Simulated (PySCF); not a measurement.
W(S)2(Cl)(NH2) (ClH2NS2W), SMILES [NH2][W](=[S])(=[S])[Cl], multiplicity 1.

Coordinates come from a PBE-D3(BJ)/def2-SVP optimisation. The spin state was assumed, not searched. The structure was generated by enumeration; whether it is a known compound was not checked. The def2 effective core potentials stand for the cores of W; spin–orbit coupling is left out. One conformer was computed; it need not be the lowest.

These are HF/def2-TZVP run with PySCF values and carry that method's errors.

```json
{
  "total_energy": "-1376.78054 hartree",
  "point_group": "Cs",
  "highest_occupied_level": "-9.75 eV",
  "lowest_empty_level": "0.10 eV",
  "orbital_gap": "9.85 eV",
  "dipole_moment": "3.77 D",
  "quadrupole, principal values (traceless, Buckingham form, about the centre of nuclear charge)": "-8.23, -3.39, 11.62 D·Å",
  "mean_static_polarisability": "98.7 bohr³ (14.63 Å³)",
  "polarisability_principal_values": "84.0, 94.1, 118.1 bohr³"
}
```
